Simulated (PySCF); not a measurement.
**Ionisation energy of Ho⁶¹⁺ by level of theory**

Ho⁶¹⁺ [He] 2s2 2p2 (3P) → Ho⁶²⁺ [He] 2s2 2p1 (2P), as a difference of total energies. Computed with PySCF 2.14 in an uncontracted even-tempered set (19 s from 38 bohr⁻², ratio 2.2; 13 p from 49 bohr⁻², ratio 2.2; 5 d from 180 bohr⁻², ratio 2.4; 5 f from 280 bohr⁻², ratio 2.4; 4 g from 410 bohr⁻², ratio 2.4), with scalar relativity by spin-free X2C-1e. Correlated levels: nothing frozen; virtual orbitals above 40 to 60 times the deepest correlated orbital energy dropped. The calculations carry no spin-orbit coupling.

```
                 method  ionisation energy (eV)
                    UHF                 14061.0
                    LDA                 14053.6
                    PBE                 14058.7
                   PBE0                 14059.5
                 r2SCAN                 14064.5
                   TPSS                 14059.0
                   PW91                 14060.5
    MP2 (all electrons)                 14060.9
SCS-MP2 (all electrons)                 14060.5
```

Spin-orbit coupling is strong in these open shells (close to jj coupling). The scalar numbers leave it out and a first-order estimate fails, so it can dominate the gap to the real levels.

For this ion Breit and QED terms and the two-electron picture change, all absent here, outweigh the differences among the correlated methods.

For comparison: 14639 ± 12 eV (theoretical estimate listed by NIST; NIST Atomic Spectra Database, ionization energies).
